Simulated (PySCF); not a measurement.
Converging GaB⁺ in the basis (r²SCAN)

PySCF, UKS reference; doublet, unpaired electrons σ ↑; De to Ga⁺ + B without counterpoise correction.

| basis | relativity | functions | Re (Å) | ωe (cm⁻¹) | De (eV) | μ (D) |
| --- | --- | --- | --- | --- | --- | --- |
| x2c-SVPall | spin-free X2C | 46 | 2.735 | 218 | 0.94 | 2.50 |
| def2-SVPD | no relativity | 58 | 2.743 | 219 | 0.96 | 2.59 |
| cc-pVTZ-PP/cc-pVTZ | scalar-relativistic core potentials | 69 | 2.785 | 207 | 0.93 | 2.51 |

Task: How does each smaller set differ from the one with most functions, cc-pVTZ-PP/cc-pVTZ?

Result: x2c-SVPall: -5.0 pm, +5.3 % in ωe, +0.01 eV in De; def2-SVPD: -4.2 pm, +5.8 % in ωe, +0.03 eV in De. All at r²SCAN; the set with most functions is neither the basis-set limit nor always the best. The rows treat relativity differently, so the differences are not basis effects alone.

A positive dipole points towards B; it is taken about the centre of mass and depends on that origin. Spin–orbit coupling is left out. For an ion De counts to the pair picked by the measured ionisation energies or electron affinities, which need not be the lowest pair at this level. The state was picked by a PBE0 search and need not be the measured ground state.
